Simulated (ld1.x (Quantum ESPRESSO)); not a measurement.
samarium: excitation energies, all-electron against PAW

ld1.x (Quantum ESPRESSO) 7.5 input, shortened:

```
&input
   title='Sm', zed=62., rel=1, dft='PZ', iswitch=3,
   config='[Xe] 4f6 5d0 6s2 6p0'
 /
 &inputp
   pseudotype=3, lpaw=.true., tm=.true., lloc=-1, rcloc=2.00,
   nlcc=.false.,
   which_augfun='BESSEL', rmatch_augfun=2.00
 /
6
5S  1  0   2.00   0.00  1.80  1.95  0.0
6S  2  0   2.00   0.00  1.80  1.95  0.0
5P  2  1   6.00   0.00  2.25  2.40  0.0
6P  3  1   0.00   0.00  2.25  2.40  0.0
5D  3  2   0.00   0.00  2.50  3.40  0.0
5D  3  2   0.00   1.15  2.50  3.40  0.0
 &test
   configts(1)='5s2 5p6 5d0 6s2 6p0'
 /
```

Energies are relative to the spin-unpolarised reference configuration 5s2 5p6 5d0 6s2 6p0; without spin polarisation the order of configurations can differ from experiment.

Its overlap operator is not positive definite in a basis up to 400 Ry (lowest eigenvalue d -1.14), so the file is unfit for use: the generalised eigenproblem breaks down once the basis is large enough, and its test numbers describe a broken file.

```json
{"valence configuration": "5s2 5p6 5d0 6s1 6p0", "charge": "+1", "ΔE all-electron (eV)": "6.151", "error AE − PS (meV)": "-13"}
{"valence configuration": "5s2 5p6 5d0 6s0 6p0", "charge": "+2", "ΔE all-electron (eV)": "17.445", "error AE − PS (meV)": "-87"}
{"valence configuration": "5s2 5p6 5d0 6s1.5 6p0", "charge": "+0.5", "ΔE all-electron (eV)": "2.455", "error AE − PS (meV)": "-3.1"}
{"valence configuration": "5s1 5p6 5d0 6s2 6p0", "charge": "+1", "ΔE all-electron (eV)": "48.884", "error AE − PS (meV)": "-609"}
{"valence configuration": "5s2 5p6 5d1 6s0 6p0", "charge": "+1", "ΔE all-electron (eV)": "7.578", "error AE − PS (meV)": "+9.4"}
{"valence configuration": "5s2 5p6 5d0.5 6s1.5 6p0", "charge": "0", "ΔE all-electron (eV)": "0.979", "error AE − PS (meV)": "-2.9"}
{"valence configuration": "5s2 5p6 5d0 6s0 6p2", "charge": "0", "ΔE all-electron (eV)": "5.254", "error AE − PS (meV)": "-14"}
```

The ghost test of this file was not conclusive.
